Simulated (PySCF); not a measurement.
Zr(F)3(Me) (CH3F3Zr), SMILES [CH3][Zr]([F])([F])[F], multiplicity 1. Atoms are numbered in the order given.

```xyz
8

Zr     0.0000     0.0000     0.0889
F     -1.5859     0.9156     0.6175
F      1.5859     0.9156     0.6175
F      0.0000    -1.8312     0.6175
C      0.0000     0.0000    -2.1142
H      0.0000     1.0305    -2.5148
H     -0.8925    -0.5153    -2.5148
H      0.8925    -0.5153    -2.5148
```
Charge 0, spin multiplicity 1.

Geometry: r2SCAN-D4/def2-SVP. The spin state was assumed, not searched. The structure was generated by enumeration; whether it is a known compound was not checked. The def2 effective core potentials stand for the cores of Zr; spin–orbit coupling is left out.

Method: CAM-B3LYP/def2-TZVP run with PySCF.

Symmetry labels are those of the subgroup Cs that the program uses (full group C3v).

Computed valence orbital energies around the gap with their symmetry:
```json
[
 {"orbital": "HOMO−7", "symmetry": "A\"", "energy (eV)": "-14.17"},
 {"orbital": "HOMO−6", "symmetry": "A'", "energy (eV)": "-13.70"},
 {"orbital": "HOMO−5", "symmetry": "A\"", "energy (eV)": "-13.47"},
 {"orbital": "HOMO−4", "symmetry": "A\"", "energy (eV)": "-13.46"},
 {"orbital": "HOMO−3", "symmetry": "A'", "energy (eV)": "-13.46"},
 {"orbital": "HOMO−2", "symmetry": "A'", "energy (eV)": "-12.88"},
 {"orbital": "HOMO−1", "symmetry": "A\"", "energy (eV)": "-12.88"},
 {"orbital": "HOMO", "symmetry": "A'", "energy (eV)": "-9.84"},
 {"orbital": "LUMO", "symmetry": "A\"", "energy (eV)": "-0.17"},
 {"orbital": "LUMO+1", "symmetry": "A'", "energy (eV)": "-0.17"},
 {"orbital": "LUMO+2", "symmetry": "A'", "energy (eV)": "0.10"},
 {"orbital": "LUMO+3", "symmetry": "A'", "energy (eV)": "0.67"}
]
```
